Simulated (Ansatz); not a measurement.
CH5Cl2NOSi (SMILES CN[Si](O)(Cl)Cl), singlet, geometry from GFN2-xTB, with bond 8-1 at 1.8 times its length; Ansatz (a first-principles code) with SC-NEVPT2/STO-3G, CASSCF(6,6).

Input for Ansatz:
Ansatz 0.2 input:
```yaml
crystal:
  periodic: [false, false, false]
  atoms:
    - {symbol: C, position_ang: [-2.20137488, 1.45475492, -0.37716827]}
    - {symbol: N, position_ang: [-0.77225338, 1.37132745, -0.15072696]}
    - {symbol: Si, position_ang: [0.15609263, -0.05672438, -0.21963378]}
    - {symbol: O, position_ang: [0.25759695, -0.63623358, -1.73368662]}
    - {symbol: Cl, position_ang: [2.00008396, 0.40702760, 0.45298162]}
    - {symbol: Cl, position_ang: [-0.72346546, -1.44580945, 0.94909028]}
    - {symbol: H, position_ang: [-2.43900525, 1.60492330, -1.43384038]}
    - {symbol: H, position_ang: [-3.03988935, -0.21030126, 0.21643625]}
    - {symbol: H, position_ang: [-2.61533203, 2.28176982, 0.20015956]}
    - {symbol: H, position_ang: [-0.30995698, 2.25062308, -0.32313020]}
    - {symbol: H, position_ang: [0.69694665, -1.45155989, -1.96855882]}
basis:
  gaussian:
    orbitals: STO-3G
magnetization: {spin_polarized: false}
correlation: {method: sc_nevpt2, electrons: all, active_space: {window: {electrons: 6, orbitals: 6}}}
```

It wrote (shortened):

```
Functional definition: HF
576 factors; integrals over basis functions are off by at most 3.1e-5 eV
mean field evaluation 1: about -37074.1625 eV, gradient 3.0e1 eV
mean field evaluation 2: about -37074.3066 eV, gradient 3.0e1 eV
mean field evaluation 4: about -37078.0817 eV, gradient 2.2e0 eV
mean field evaluation 8: about -37078.1025 eV, gradient 7.3e-5 eV
mean field -37078.10252609 eV, -1362.5951353933 hartree, gradient 1.8e-6 eV, S^2 0.000000; 0 other end points of the search recorded, 0 dependent functions left out; unrestricted orbitals would lower it
reference -37078.10252609 eV, -1362.5951353933 hartree; 37, 37 occupied and 10, 10 virtual orbitals, 576 factors
state -37081.26121807 eV, -1362.7112151825 hartree
state -37081.26121807 eV, -1362.7112151825 hartree; corrected -37084.99517405 eV, -1362.8484355336 hartree
Total energy: -37084.99517405 eV, -1362.8484355336 hartree
```
